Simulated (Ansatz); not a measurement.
Geometry optimisation, Ansatz, UKS BLYP-D4/def2-SVP.

Input:

```yaml
crystal:
  periodic: [false, false, false]
  atoms:
    - { symbol: Si, position_ang: [-0.833858, 1.367573, 0.165563] }
    - { symbol: Si, position_ang: [0.771274, -1.750799, 0.569447] }
    - { symbol: F, position_ang: [-1.958516, 2.526669, 0.151954] }
    - { symbol: F, position_ang: [-1.631597, 0.040059, 0.66606] }
    - { symbol: F, position_ang: [0.290251, 1.714219, 1.271821] }
    - { symbol: H, position_ang: [0.699152, -0.723601, -0.455341] }
    - { symbol: "N", position_ang: [-0.054136, 1.267907, -1.416287] }
    - { symbol: H, position_ang: [0.73165, -1.130235, 1.929304] }
    - { symbol: H, position_ang: [-0.369333, -2.703858, 0.39166] }
    - { symbol: H, position_ang: [2.062567, -2.502655, 0.413704] }
    - { symbol: H, position_ang: [-0.605687, 0.99139, -2.233655] }
    - { symbol: H, position_ang: [0.898233, 0.903332, -1.45423] }
magnetization:
  spin_polarized: true
basis:
  gaussian: { orbitals: def2-SVP }
hamiltonian:
  xc: blyp
  dispersion: d4
relax:
  f_tol: 0.03
  max_steps: 50
```

Command:

```bash
$ ansatz run input.yaml --threads 4 --pin off --max-ram 5120MiB --backend cpu --events-out ev --progress --plain --runs-dir out
```

Task: Where does it end, and by what steps?

Result: The forces met the threshold. The force dipped under the threshold on the way, but the program's further checks kept it going. After 17 steps the energy has fallen by 0.254 eV; H6 moved furthest, 0.68 Å.

```csv
step,energy less start (eV),largest force component (eV/Å),accepted
0,0.0000,1.487,yes
1,-0.1884,0.823,yes
2,-0.2321,0.083,yes
3,-0.2206,0.399,no
4,-0.2375,0.060,yes
5,-0.2452,0.113,yes
6,-0.2432,0.365,no
7,-0.2483,0.050,yes
8,-0.2496,0.021,yes
9,-0.2505,0.115,yes
10,-0.2514,0.040,yes
11,-0.2518,0.087,yes
12,-0.2525,0.025,yes
13,-0.2529,0.040,yes
14,-0.2532,0.044,yes
15,-0.2534,0.034,yes
16,-0.2538,0.023,yes
17,-0.2541,0.029,yes
```

```xyz
12
Properties=species:S:1:pos:R:3
Si -0.916 1.467 0.102
Si 0.874 -2.014 0.637
F -2.162 2.499 0.089
F -1.558 0.022 0.496
F 0.100 1.823 1.310
H 0.837 -1.346 -0.707
N -0.095 1.547 -1.383
H 0.991 -0.965 1.697
H -0.365 -2.829 0.829
H 2.079 -2.908 0.688
H -0.608 1.594 -2.266
H 0.822 1.110 -1.493
```

The run took 67 s on 4 threads of Arm Neoverse N1 (shared host), peak memory 0.2 GiB.
